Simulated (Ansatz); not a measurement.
Reactions of C3H8SSi (`C=CC([SiH3])S`).

Program: Ansatz. Geometries: PBE0-D4/def2-TZVP. ΔE: electronic, gas phase. CBS: MP2 limit from def2 TZ/QZ plus the TZ coupled-cluster correction, frozen cores. This one scheme is used for every species, atoms too. For atomizations the MP2-based limit and the directly extrapolated one differ by several kJ/mol either way, and by 10 to 25 for some Ge, Se and Sn compounds, so smaller differences from it don't rank the levels. Functionals use def2-TZVPP. Open shells (•) are unrestricted, without spin–orbit coupling. Spin–orbit coupling would lower the free atoms: a little for C, S, Si. For Br, Ga outer-core shells are correlated without core-valence functions, so the limit isn't a true one: a few kJ/mol of doubt a bond, and 10 to 20 or more in all where bonds break to atoms. Scalar relativity is left out up to krypton. One conformer a species, not always the lowest.

```
                                                                    reaction  PBE-D4 (kcal/mol)
                                       `C=CC([SiH3])S` + H₂ → `C=CCS` + SiH₄               -4.4
                   `C=CC([SiH3])S` + `O[SiH3]` → `[SiH3]OC([SiH3])S` + `C=C`               13.4
                                   `C=CC([SiH3])S` + H₂ → `C=CC[SiH3]` + H₂S              -15.4
`C=CC([SiH3])S` + `C[O][Ga]([OH])[Br]` → `C[O][Ga]([Br])[O][SiH3]` + `C=CCS`              -19.8
                                    `C=CC([SiH3])S` → 3 C• + 8 H• + S• + Si•             1143.9
                                        `C=CC([SiH3])S` → `C=CCS` + `[SiH2]`               57.1
                                   `C=CC([SiH3])S` + H₂ → `[SiH3]CS` + `C=C`               -9.2
                                             `C=CC([SiH3])S` → `C[SiH2]CC=S`              -15.8
                                           `C=CC([SiH3])S` → `C=C([SiH3])SC`               -2.4
                     `C=CC([SiH3])S` + `C=C(O)F` → `C=C(F)O[SiH3]` + `C=CCS`              -17.3
```

(1) Give the CCSD(T)/CBS values in the same order. (An estimate is asked.)

Largest T1 diagnostic: 0.015, for `C[SiH2]CC=S`.

## Answers

(1) The calculation gave: -5.0, 15.0, -16.4, -23.7, 1126.9, 56.1, -10.7, -14.3, -0.6, -20.5 kcal/mol.
